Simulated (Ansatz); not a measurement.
Total energies of Ge2H14Si4, SMILES `[SiH3][SiH2][SiH2][GeH2][SiH2][GeH3]`.

```
atom    x (Å)    y (Å)    z (Å)
 Si1  -2.0781  -1.0067  -1.4003
 Si2  -2.4422   0.4934   0.3579
 Si3  -0.6496   1.9647   0.6712
 Ge4   1.1085   0.9254   1.8970
 Si5   1.7726  -1.1144   0.8675
 Ge6   2.2421  -0.7282  -1.4329
  H7  -1.8055  -0.2563  -2.6550
  H8  -3.2826  -1.8569  -1.6023
  H9  -0.9193  -1.8933  -1.1145
 H10  -2.6798  -0.2645   1.6194
 H11  -3.6772   1.2711   0.0529
 H12  -0.1286   2.4027  -0.6536
 H13  -1.1124   3.1749   1.4073
 H14   0.6326   0.6623   3.3389
 H15   2.3189   1.8775   1.9668
 H16   2.9808  -1.6686   1.5383
 H17   0.6707  -2.1055   1.0008
 H18   1.0947   0.0618  -2.0858
 H19   3.5281   0.1053  -1.5680
 H20   2.4264  -2.0448  -2.2057
```

Total charge 0; spin multiplicity 1. Correlated methods include outer-core shells of Ge, which these sets cover unevenly. Scalar relativity is left out up to krypton. Geometry: relaxed with PBE0-D4/def2-TZVP. It is one conformer, not always the lowest. Basis def2-TZVPP, the Gaussian-basis code of Ansatz.

RPA on PBE orbitals: Hartree–Fock energy of these orbitals -5314.52870 Eh, correlation -1.89448 Eh (frozen core).

```csv
functional,energy without D4 (Eh),D4 term (kJ/mol)
LDA (SPW92),-5309.35367,–
PBE,-5319.17298,-64.5
revPBE,-5319.86624,-148.1
BLYP,-5320.48669,-131.7
r2SCAN,-5320.30698,-17.4
B97M-V,-5319.37472,–
PBE0,-5319.41397,-57.3
B3LYP,-5320.62099,-104.0
r2SCANh,-5320.28607,-19.1
r2SCAN0,-5320.25735,-21.2
HSE06 (plane-wave form),-5319.38656,-54.8
BHLYP,-5320.38290,-93.2
CAM-B3LYP,-5320.68165,-60.7
LC-ωPBE,-5319.53224,–
ωB97X-V,-5319.87891,–
ωB97M-V,-5320.06696,–
B2PLYP,-5319.18898,–
PBE-QIDH,-5318.41821,–
```

B3LYP takes the VWN-RPA correlation (the form of Gaussian; ORCA's B3LYP/G). HSE06 is the plane-wave form, built on full-range PBE exchange. The double hybrids freeze the cores in their second-order part.

LC-ωPBE has ω = 0.4 bohr⁻¹.
